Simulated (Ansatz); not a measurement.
Reaction (substitution at a C–C bond): `FC[CH](F)[SnH3]` + `O[SiH2][SeH]` → `FCO[SiH2][SeH]` + `F[CH2][SnH3]`

Isolated molecules relaxed with PBE0-D4/def2-TZVP in Ansatz; ΔE leaves out vibrations. CBS: MP2 limit from def2 TZ/QZ plus the TZ coupled-cluster correction, frozen cores. DFT in def2-TZVPP. Elements past krypton have def2 core potentials. For Se, Sn outer-core shells are correlated without core-valence functions, which leaves a few kJ/mol of doubt a bond. Scalar relativity is left out up to krypton. One conformer a species, not always the lowest.

(1) Is it downhill or uphill in electronic energy at CCSD(T)/CBS, and by how much? (Estimate.)

(2) What do these levels give: r2SCAN-D4, ωB97X-V, ωB97M-V, B2PLYP, PBE, r2SCAN, HF/def2-TZVPP, CCSD/def2-TZVPP, CCSD(T)/def2-TZVPP, HF/def2-QZVPP, MP2/def2-QZVPP, SCS-MP2/def2-QZVPP? (An estimate is asked.)

Largest T1 diagnostic among the species: 0.013.

Results:

(1) Ansatz gave: Uphill: ΔE = +0.32 eV.

(2) Ansatz gave: r2SCAN-D4 0.28, ωB97X-V 0.25, ωB97M-V 0.28, B2PLYP 0.26, PBE 0.29, r2SCAN 0.29, HF/def2-TZVPP 0.15, CCSD/def2-TZVPP 0.27, CCSD(T)/def2-TZVPP 0.28, HF/def2-QZVPP 0.15, MP2/def2-QZVPP 0.34, SCS-MP2/def2-QZVPP 0.29 eV.

In def2-TZVPP, CCSD(T) changes the Hartree–Fock value by +0.12 eV (the triples alone add +0.01 eV) and MP2 by +0.16 eV.
